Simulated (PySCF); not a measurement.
H5NOSeSi. Atoms are numbered in the order given.

```xyz
9

Se    -0.7263     0.0345     0.6479
N     -0.8303     1.7844     0.2357
H     -0.2459     2.4070     0.7904
H     -0.8134     2.0179    -0.7549
O      1.0056    -0.4441     0.1914
Si     1.3612    -0.8356    -1.4008
H      0.6308    -2.0570    -1.8496
H      2.8293    -1.0707    -1.4665
H      1.0017     0.2905    -2.3181
```
Charge 0, spin multiplicity 1.

Coordinates come from a B3LYP-D3(BJ)/def2-SVP optimisation. This is a generated structure with no PubChem entry under its InChIKey; it may be hypothetical. Other conformers were not sampled.

Computed with PBE/pcSseg-1 run with PySCF.

GIAO shieldings, no solvent; atoms listed in one row are averaged. δ = σ(ref) − σ: ⁷⁷Se against Me2Se (σ = 1634.8 ppm); ¹⁵N against NH3 (σ = 267.0 ppm); ¹H against TMS (σ = 31.49 ppm); ¹⁷O against H2O (σ = 334.3 ppm); ²⁹Si against TMS (σ = 335.4 ppm), references at their B3LYP-D3(BJ)/def2-TZVP geometries, non-relativistic.

Computed chemical shifts:
```tsv
nucleus	atoms	count	δ (ppm)
⁷⁷Se	Se1	1	1648.4
¹⁵N	N2	1	96.7
¹H	H7, H8, H9	3	5.29
¹H	H4	1	5.12
¹H	H3	1	4.50
¹⁷O	O5	1	67.0
²⁹Si	Si6	1	-31.5
```
